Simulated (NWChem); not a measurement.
System: C2H6BeS2; SMILES C[S][Be][S]C

Output (shortened):

```
             Northwest Computational Chemistry Package (NWChem) 7.3.0
             --------------------------------------------------------

                             Geometry "geometry" -> ""
                             -------------------------

 Output coordinates in angstroms (scale by  1.889725989 to convert to a.u.)

  No.       Tag          Charge          X              Y              Z
 ---- ---------------- ---------- -------------- -------------- --------------
    1 Be                   4.0000     0.48759900     0.00072800    -0.01098800
    2 S                   16.0000     0.50114700     1.81911900    -0.56385600
    3 C                    6.0000    -0.72841100     2.58090200     0.56253700
    4 H                    1.0000    -1.73429700     2.17407700     0.39507000
    5 H                    1.0000    -0.74337400     3.65452200     0.33229000
    6 H                    1.0000    -0.44557700     2.45398400     1.61566900
    7 S                   16.0000     0.52437400    -1.81788000     0.54005700
    8 C                    6.0000    -0.75499500    -2.57817400    -0.53049700
    9 H                    1.0000    -1.75397000    -2.18147900    -0.30675400
   10 H                    1.0000    -0.74960600    -3.65427500    -0.31169500
   11 H                    1.0000    -0.52812100    -2.43778100    -1.59538700

 Effective nuclear repulsion energy (a.u.)     219.7953334155

                              NWChem Property Module
                              ----------------------

                                 NWChem DFT Module
                                 -----------------

 Summary of "ao basis" -> "ao basis" (spherical)
 ------------------------------------------------------------------------------
       Tag                 Description            Shells   Functions and Types
 ---------------- ------------------------------  ------  ---------------------
 Be                          6-31g*                  6       14   3s2p1d
 S                           6-31g*                  8       18   4s3p1d
 C                           6-31g*                  6       14   3s2p1d
 H                           6-31g*                  2        2   2s

            General Information
            -------------------
          SCF calculation type: DFT
          Wavefunction type:  closed shell.
          No. of atoms     :    11
          No. of electrons :    54
           Alpha electrons :    27
            Beta electrons :    27
          Charge           :     0
          Spin multiplicity:     1
          Use of symmetry is: off; symmetry adaption is: off
          Maximum number of iterations: 150
          AO basis - number of functions:    90
                     number of shells:    46
          Convergence on energy requested:  1.00D-06
          Convergence on density requested:  1.00D-05
          Convergence on gradient requested:  5.00D-04

              XC Information
              --------------
                         B3LYP Method XC Potential
                     Hartree-Fock (Exact) Exchange  0.200
                        Slater Exchange Functional  0.800 local
                    Becke 1988 Exchange Functional  0.720 non-local
              Lee-Yang-Parr Correlation Functional  0.810
                  VWN I RPA Correlation Functional  0.190 local

             Grid Information
             ----------------
          Grid used for XC integration:  medium
          Radial quadrature: Mura-Knowles
          Angular quadrature: Lebedev.
          Tag              B.-S. Rad. Rad. Pts. Rad. Cut. Ang. Pts.
          ---              ---------- --------- --------- ---------
          Be                  1.05       49          10.0       434
          S                   1.00       88          12.0       590
          C                   0.70       49          14.0       434
          H                   0.35       45          13.0       434
          Grid pruning is: on
          Number of quadrature shells:   593
          Spatial weights used:  Erf1

      Superposition of Atomic Density Guess
      -------------------------------------

 Sum of atomic energies:        -887.78802947

      Non-variational initial energy
      ------------------------------

 Total energy =    -889.870774
 1-e energy   =   -1659.125797
 2-e energy   =     549.459690
 HOMO         =      -0.298481
 LUMO         =       0.035310

   convergence    iter        energy       DeltaE   RMS-Dens  Diis-err
 ---------------- ----- ----------------- --------- --------- ---------
 d= 0,ls=0.0,diis     1   -890.9662182933 -1.11D+03  1.05D-02  4.38D-01
 d= 0,ls=0.0,diis     2   -890.9912153873 -2.50D-02  5.89D-03  2.49D-01
 d= 0,ls=0.0,diis     3   -891.0234784661 -3.23D-02  1.72D-03  4.04D-02
 d= 0,ls=0.0,diis     4   -891.0294174091 -5.94D-03  3.19D-04  6.12D-04
 d= 0,ls=0.0,diis     5   -891.0295128643 -9.55D-05  9.60D-05  5.01D-05
  Resetting Diis
 d= 0,ls=0.0,diis     6   -891.0295206285 -7.76D-06  2.72D-05  7.29D-06
 d= 0,ls=0.0,diis     7   -891.0295217536 -1.13D-06  9.01D-06  1.50D-07
 d= 0,ls=0.0,diis     8   -891.0295217510  2.55D-09  4.88D-06  1.67D-07

         Total DFT energy =     -891.029521751023
      One electron energy =    -1663.612237213390
           Coulomb energy =      620.243220730841
    Exchange-Corr. energy =      -67.455838684022
 Nuclear repulsion energy =      219.795333415548

 Numeric. integr. density =       53.999998322314

                       DFT Final Molecular Orbital Analysis
                       ------------------------------------

 Vector   25  Occ=2.000000D+00  E=-2.859951D-01
              MO Center=  4.2D-01,  6.9D-04, -1.0D-02, r^2= 5.7D+00
   Bfn.  Coefficient  Atom+Function         Bfn.  Coefficient  Atom+Function
  ----- ------------  ---------------      ----- ------------  ---------------
    22      0.332671   2 S  py               60      0.332865   7 S  py
     4     -0.294673   1 Be py               23     -0.262001   2 S  pz
    61     -0.256953   7 S  pz               26      0.144421   2 S  py
    64      0.144497   7 S  py               24      0.138398   2 S  s
    62     -0.138411   7 S  s                18     -0.130082   2 S  py

 Vector   26  Occ=2.000000D+00  E=-2.468080D-01
              MO Center=  3.9D-01, -4.0D-03, -7.8D-03, r^2= 5.1D+00
   Bfn.  Coefficient  Atom+Function         Bfn.  Coefficient  Atom+Function
  ----- ------------  ---------------      ----- ------------  ---------------
    61      0.341428   7 S  pz               23     -0.327175   2 S  pz
    21     -0.306969   2 S  px               59     -0.292944   7 S  px
    65      0.208533   7 S  pz               27     -0.200285   2 S  pz
    25     -0.178658   2 S  px               63     -0.170027   7 S  px
     3     -0.139928   1 Be px               57     -0.130740   7 S  pz

 Vector   27  Occ=2.000000D+00  E=-2.462688D-01
              MO Center=  4.3D-01,  5.5D-03, -1.1D-02, r^2= 5.1D+00
   Bfn.  Coefficient  Atom+Function         Bfn.  Coefficient  Atom+Function
  ----- ------------  ---------------      ----- ------------  ---------------
    21      0.353099   2 S  px               59     -0.339752   7 S  px
    61      0.282746   7 S  pz               23      0.268091   2 S  pz
    25      0.215720   2 S  px               63     -0.208008   7 S  px
    65      0.164400   7 S  pz               27      0.155429   2 S  pz
     5      0.136211   1 Be pz               17     -0.135150   2 S  px

 Vector   28  Occ=0.000000D+00  E=-2.124571D-02
              MO Center=  3.2D-01, -2.8D-03, -8.0D-03, r^2= 4.7D+00
   Bfn.  Coefficient  Atom+Function         Bfn.  Coefficient  Atom+Function
  ----- ------------  ---------------      ----- ------------  ---------------
     9      0.533811   1 Be pz               76      0.507372   8 C  s
    38     -0.502830   3 C  s                 5      0.373287   1 Be pz
    24      0.278483   2 S  s                62     -0.279659   7 S  s
    25     -0.248298   2 S  px               63      0.246211   7 S  px
    77      0.197742   8 C  px               39     -0.194113   3 C  px

 Vector   29  Occ=0.000000D+00  E=-2.057242D-02
              MO Center=  2.7D-01,  4.5D-03, -6.2D-03, r^2= 4.8D+00
   Bfn.  Coefficient  Atom+Function         Bfn.  Coefficient  Atom+Function
  ----- ------------  ---------------      ----- ------------  ---------------
     7      0.539408   1 Be px               38      0.507613   3 C  s
    76      0.503007   8 C  s                 3      0.401413   1 Be px
    26     -0.200599   2 S  py               64      0.200557   7 S  py
    65      0.196761   7 S  pz               27     -0.195131   2 S  pz
    24     -0.193239   2 S  s                50     -0.191819   5 H  s

 Vector   30  Occ=0.000000D+00  E= 2.570720D-02
              MO Center=  3.2D-01,  6.8D-04, -7.7D-03, r^2= 5.5D+00
   Bfn.  Coefficient  Atom+Function         Bfn.  Coefficient  Atom+Function
  ----- ------------  ---------------      ----- ------------  ---------------
     6      1.926952   1 Be s                24     -0.692614   2 S  s
    62     -0.693112   7 S  s                26      0.464708   2 S  py
    64     -0.464739   7 S  py               27     -0.275139   2 S  pz
    65      0.268814   7 S  pz               20     -0.260533   2 S  s
    38     -0.259704   3 C  s                58     -0.260626   7 S  s

[...]

 DFT Linear Response polarizability / au
 Frequency  =       0.0773000 / au
 Wavelength =     589.4353558 / nm
              X              Y              Z
 -----------------------------------------------
 X      58.9593145     -0.0225173     -0.0293876
 Y      -0.0225171    104.2098306     -1.5018864
 Z      -0.0293881     -1.5019000     57.5376669
 -----------------------------------------------
 Eigenvalues =      58.9599202    104.2581209     57.4887709
 Isotropic   =      73.5689373
 Anisotropic =      46.0514026
 -----------------------------------------------

 Magnetic Dipole Response Matrix (nonzero elements):
```

Level: B3LYP/6-31G* (spherical d). Coordinates come from a PBE0/def2-SVP optimisation. B3LYP is NWChem's, with the RPA form of VWN correlation.

Question: Which NWChem input produces such a log?

Answer: This is not unique; one that fits is the input that was run:
```
start job
memory heap 200 mb stack 900 mb global 1100 mb
geometry units angstroms noautosym nocenter noautoz
  Be     0.487599     0.000728    -0.010988
  S      0.501147     1.819119    -0.563856
  C     -0.728411     2.580902     0.562537
  H     -1.734297     2.174077     0.395070
  H     -0.743374     3.654522     0.332290
  H     -0.445577     2.453984     1.615669
  S      0.524374    -1.817880     0.540057
  C     -0.754995    -2.578174    -0.530497
  H     -1.753970    -2.181479    -0.306754
  H     -0.749606    -3.654275    -0.311695
  H     -0.528121    -2.437781    -1.595387
end
basis spherical
  Be library 6-31g*
  S library 6-31g*
  C library 6-31g*
  H library 6-31g*
end
dft
  xc b3lyp
  iterations 150
end
property
  response 1 0.0773
end
task dft property
```
